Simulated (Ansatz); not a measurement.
Ansatz (a first-principles code) job for F2Zn, SMILES [Zn-]([F])[F] (connectivity only; charge and spin as stated), charge -1, multiplicity 2, PBE0/def2-TZVPD. Coordinates come from a B3LYP-D3(BJ)/def2-SVPD optimisation.

Ansatz 0.2 input:
```yaml
crystal:
  periodic: [false, false, false]
  atoms:
    - {symbol: Zn, position_ang: [0.00000000, -0.00000000, 0.35747685]}
    - {symbol: F, position_ang: [0.00000000, 1.63292315, -0.59579475]}
    - {symbol: F, position_ang: [0.00000000, -1.63292314, -0.59579475]}
basis:
  gaussian:
    orbitals: def2-TZVPD
hamiltonian:
  xc: {name: PBE0}
total_charge: -1
magnetization: {spin_polarized: true, initial_magnetization: 1}
```

It prints:

```
WARN ansatz: RAYON_NUM_THREADS=1 ignored (pool sized by the plan → 1); use --threads N
Functional definition: PBE0
integrals: 0.05 GiB planned
931 factors; their error is unknown
mean field: 0.63 GiB planned
mean field evaluation 1: about -53844.6726 eV, gradient 2.7e1 eV
mean field evaluation 2: about -53842.3909 eV, gradient 4.8e1 eV
mean field evaluation 4: about -53846.5298 eV, gradient 1.1e0 eV
mean field evaluation 8: about -53846.5356 eV, gradient 4.6e-2 eV
mean field evaluation 16: about -53846.6514 eV, gradient 2.9e-5 eV
mean field -53846.65137071 eV, -1978.8279393023 hartree, gradient 6.6e-6 eV, S^2 0.751729; 0 other end points of the search recorded, 0 dependent functions left out
reference -53846.65141723 eV, -1978.8279410121 hartree; 25, 24 occupied and 106, 107 virtual orbitals, 931 factors
Total energy: -53846.65141723 eV, -1978.8279410121 hartree
```

Self-consistency was reached.

Cost: about 4 core-seconds (a rough figure).
